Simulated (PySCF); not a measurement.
**Field gradients at the hydrogen positions**

Compound: C4H8N2Si2.
Structure used (GFN2-xTB), in Å, numbered top down from 1:
```xyz
16
C4H8N2Si2 angstrom
C      3.018   -0.029   -0.246
N      1.875   -0.048    0.270
C      0.711    0.029   -0.525
Si    -0.566   -1.376   -0.135
C     -1.892    0.024    0.077
C     -2.694   -0.050    1.237
N     -3.319   -0.109    2.198
Si    -0.523    1.398    0.075
H      3.879   -0.090    0.402
H      3.205    0.047   -1.325
H      0.949    0.106   -1.601
H     -0.848   -2.277   -1.255
H     -0.269   -2.088    1.099
H     -2.551    0.100   -0.789
H     -0.775    2.465   -0.895
H     -0.208    1.908    1.401
```

Level: PBE0/pcSseg-1 (PySCF, non-relativistic); Q(2H) = 0.00286 b; rigid geometry, the same for H and D, with no vibrational averaging.

**Question.** Rank these positions by the coupling χzz of a deuteron there, largest first.
A. H9 (hydrogen on a C=N carbon)
B. H10 (hydrogen on a C=N carbon)
C. H12 (Si–H hydrogen)
D. H11 (methine hydrogen)
E. H13 (Si–H hydrogen)
F. H14 (methine hydrogen)

**Answer.** A (220 kHz), F (212 kHz), B (197 kHz), D (192 kHz), E (112 kHz), C (108 kHz).

**Question.** Tabulate Vzz, the asymmetry η and χzz = 234.96 MHz × Q × Vzz for every hydrogen position.

**Answer.** 
| atom | bonded to | bond length (Å) | Vzz (au) | η | χzz (kHz) |
| --- | --- | --- | --- | --- | --- |
| H9 | C1 | 1.079 | 0.3272 | 0.04 | 220 |
| H10 | C1 | 1.097 | 0.2931 | 0.06 | 197 |
| H11 | C3 | 1.105 | 0.2859 | 0.10 | 192 |
| H12 | Si4 | 1.465 | 0.1602 | 0.01 | 108 |
| H13 | Si4 | 1.455 | 0.1666 | 0.02 | 112 |
| H14 | C5 | 1.091 | 0.3156 | 0.07 | 212 |
| H15 | Si8 | 1.465 | 0.1603 | 0.01 | 108 |
| H16 | Si8 | 1.455 | 0.1664 | 0.02 | 112 |

**Question.** Average by the element that carries the hydrogen.

**Answer.** on C: 205 kHz over 4 positions, mean bond length 1.093 Å; on Si: 110 kHz over 4 positions, mean bond length 1.460 Å.

**Question.** Give the 2H NMR doublet splittings at H13 for a magnetic field along the z, y and x axes of the gradient: 3χ/2, 3χ(1 + η)/4, 3χ(1 − η)/4.

**Answer.** With |χ| = 111.9 kHz and η = 0.023: 168, 86 and 82 kHz, to first order and without motion.

One conformer (not necessarily the lowest) at the GFN2-xTB geometry, without solvent, vibrations or thermal averaging. GFN2-xTB bond lengths can be off by several hundredths of an ångström, more for odd bonds, and the gradients follow them. The basis is small and wasn't made for field gradients, so the couplings can be 20 % off.
